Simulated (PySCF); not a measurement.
# Removal energies of Cd²⁺ from EOM-IP-GCCSD

Reference: closed-shell Cd²⁺, [Kr] 4d10; one electron is removed. Calculated with PySCF 2.14, two-component X2C-1e with screened spin-orbit coupling, x2c-TZVPPall-2c with one added diffuse shell each of s, p, d, f type (9s10p8d3f1g, 109 functions); frozen [Ar] 3d10; the 6 highest virtual spinors dropped; of the others 108 kept and the rest restored at second order. No Breit or QED terms. Binding energies in eV.

```
level  Koopmans  second order  EOM-CCSD
4d3/2    38.562        36.649    37.598
4d5/2    37.737        35.928    36.839
```

In EOM-CCSD the overlap with the one-orbital guess is low for 4d5/2 (weight 0.89). That can mean mixing with two-hole, one-particle states, where second order and EOM-CCSD lose accuracy, or only a rotation among the degenerate components of the shell; the terms of those configurations are not listed.

For comparison, the ionisation energy of Cd²⁺ is 37.468 ± 0.006 eV (measured; NIST Atomic Spectra Database, ionization energies).

Only part of the computed levels is shown.

Gaps of this size point to the basis (9s10p8d3f1g), which has few functions of high l to correlate and polarise the inner shells.
